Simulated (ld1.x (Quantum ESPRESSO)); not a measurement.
Which change was made? (Li, RRKJ)

| Item | Value |
| --- | --- |
| Element | lithium |
| Generator | ld1.x (Quantum ESPRESSO) 7.5 |
| Type | norm-conserving RRKJ (Kleinman–Bylander form) |
| Functional | PBE |
| Relativity | scalar-relativistic |
| Frozen core | [He] |
| Valence charge | 1 |
| Reference configuration | 2s0.75 2p0.25 |
| Partial waves | 2p (bound): rc 4.20 bohr; 2s (bound): rc 3.00 bohr |
| Local potential | the s channel |
| Core correction | Bessel-smoothed model core inside 1.85 bohr |
| rho0 | 0.01 |

Cutoffs, loose and tight: the cutoffs (Ry, on a coarse ladder) from which the occupation-weighted sum of valence levels, in a spherical-Bessel basis at the reference potential, stays within 10 and 1 mRy of its value at 400 Ry. They do not see the model core or the augmentation charge, which bear on the density cutoff. Test errors are all-electron minus pseudo excitation energies from the reference, over the configurations 2s1 2p0; 2s0.5 2p0; 2s0 2p1; variants that change the core or the reference have their own tests.

The base gives: outcome: generated; cutoff, loose: 6 Ry; cutoff, tight: 6 Ry; bound ghosts: none; largest test error (meV): -5.6.

After one change the result is: outcome: generated; cutoff, loose: 6 Ry; cutoff, tight: 6 Ry; bound ghosts: none; largest test error (meV): +3.1. Which change was it?
A. wave 2p (bound): rc 4.20 bohr becomes 2p (bound): rc 5.04 bohr
B. reference 2s0.5 2p0.5
C. core none, valence charge 3; reference 1s2 2s0.5 2p0.5; waves now 2p (bound): rc 4.20 bohr; 1s (bound): rc 0.65 bohr; core correction none

B. The others give: core none, valence charge 3; reference 1s2 2s0.5 2p0.5; waves now 2p (bound): rc 4.20 bohr; 1s (bound): rc 0.65 bohr; core correction none → outcome: generated; cutoff, loose: 180 Ry; cutoff, tight: over 300 Ry; bound ghosts: none; largest test error (meV): +119 | wave 2p (bound): rc 4.20 bohr becomes 2p (bound): rc 5.04 bohr → outcome: generated; cutoff, loose: 6 Ry; cutoff, tight: 6 Ry; bound ghosts: none; largest test error (meV): -11.
